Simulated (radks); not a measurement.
Results of a calculation; reference values are marked as such.
Radial electron density D(r) = 4 pi r^2 rho(r) of an atom or ion with 38 electrons. Code: a radial shooting solver on a logarithmic mesh with Libxc functionals. Model: scalar-relativistic Kohn-Sham, Slater X-alpha with alpha = 0.647, spin-unpolarised, spherical densities, point nucleus.

r (bohr),D(r) (e/bohr)
0.00276,3.586
0.003214,4.640
0.003711,5.892
0.00432,7.533
0.00499,9.442
0.005809,11.88
0.006708,14.64
0.00781,18.03
0.009019,21.70
0.0105,25.98
0.01213,30.31
0.01412,34.96
0.0163,39.16
0.01898,43.01
0.02192,45.74
0.02552,47.30
0.02947,47.34
0.03431,45.97
0.03962,43.74
0.04613,41.23
0.05327,39.74
0.06201,40.10
0.07162,42.76
0.08338,47.63
0.09629,52.84
0.1121,56.80
0.1295,57.16
0.1507,53.15
0.1741,46.24
0.2026,38.58
0.234,34.04
0.2724,33.88
0.3146,37.11
0.3663,40.68
0.423,40.85
0.4924,36.10
0.5687,28.18
0.6621,19.23
0.7646,12.76
0.8901,9.083
1.028,7.874
1.197,7.460
1.382,6.768
1.609,5.391
1.858,3.803
2.163,2.337
2.498,1.412
2.908,0.9092
3.359,0.7079
3.91,0.5968
4.516,0.4887
5.257,0.3507
6.072,0.2208
7.068,0.1135
8.163,0.05028
9.503,0.01721
10.97,0.005002
12.78,0.001051
14.76,0.0001832

What is the nuclear charge?

Answer. Z = 38. The innermost maximum, from 1s, lies near gamma/Z bohr with gamma = sqrt(1 - (Z/c)^2) = 0.961, here 0.0253 bohr (found: 0.0276), and its height grows with Z. The density is that of neutral strontium in [Kr] 5s2; the configuration itself is not fixed sharply by these data, and Z only to a few units. D(r) has 3 maxima, at r = 0.0276, 0.122, 0.397 bohr, and minima at 0.0563, 0.254 bohr, inside which lie 2.05, 11.05 electrons.
